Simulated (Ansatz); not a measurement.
Reaction (ligand exchange at the Al–S bond): `C[S][Al]([CH3])[F]` + H–F → `[CH3][Al]([F])[F]` + CH₃SH

Calculated with Ansatz (gas phase, PBE0-D4/def2-TZVP geometries, no zero-point term in ΔE). CCSD(T)/CBS adds triple-zeta CCSD(T) − MP2 to the extrapolated MP2 energy (def2 sets, frozen cores). This one scheme is used for every species. One conformer a species, not always the lowest.

`C[S][Al]([CH3])[F]`:

Z-matrix (Å, degrees):
```
C
S 1 1.824
H 1 1.089 2 108.6
H 1 1.089 2 108.8 3 -118.8
H 1 1.089 2 112.3 3 120.4
Al 2 2.166 1 101.1 3 -123.1
F 6 1.651 2 115.0 1 -179.8
C 6 1.940 2 124.9 1 0.3
H 8 1.094 6 111.7 2 -59.3
H 8 1.094 6 111.7 2 60.7
H 8 1.092 6 110.3 2 -179.4
```

H–F:

Cartesian coordinates in Å:
```
F 0.116 -0.418 0.152
H -0.116 0.418 -0.152
```

`[CH3][Al]([F])[F]`:

Cartesian coordinates in Å:
```
C -0.856 -0.213 0.209
Al 0.967 0.225 -0.234
F 1.422 1.768 -0.572
F 2.155 -0.910 -0.297
H -0.979 -1.279 0.406
H -1.181 0.342 1.094
H -1.528 0.068 -0.606
```

CH₃SH:

```xyz
6

C    -0.326   -0.151    0.335
S     1.157   -0.287   -0.687
H    -0.267    0.700    1.013
H    -0.371   -1.065    0.928
H    -1.227   -0.088   -0.274
H     1.033    0.891   -1.316
```

```json
{"species": "`C[S][Al]([CH3])[F]`", "MP2/def2-SVP energy (Eh)": "-818.56866"}
{"species": "H–F", "MP2/def2-SVP energy (Eh)": "-100.13197"}
{"species": "`[CH3][Al]([F])[F]`", "MP2/def2-SVP energy (Eh)": "-480.88527"}
{"species": "CH₃SH", "MP2/def2-SVP energy (Eh)": "-437.85005"}
```

Problem. Work out ΔE.

Solution. ΔE = (-480.88527) + (-437.85005) − (-818.56866) − (-100.13197) = -0.03469 Eh = -0.94 eV. CCSD(T)/CBS gives -0.82 eV.

Largest T1 diagnostic among the species: 0.012.

The D4 term adds +0.10 eV with B3LYP and +0.06 eV with PBE0; it sums over pairs of atoms, weighted by their polarisabilities, and B3LYP, whose exchange is more repulsive, gets the larger term. Leaving LDA and LC-ωPBE aside and taking each functional with its dispersion term where it has one, the values, not all of them listed here, spread over 0.22 eV, from CAM-B3LYP-D4 to revPBE-D4. LDA lies +0.06 eV from PBE without D4. In def2-TZVPP, CCSD(T) changes the Hartree–Fock value by +0.18 eV (the triples alone add +0.04 eV) and MP2 by +0.21 eV.

B3LYP here is the variant with VWN-RPA as its local correlation; programs differ in this.
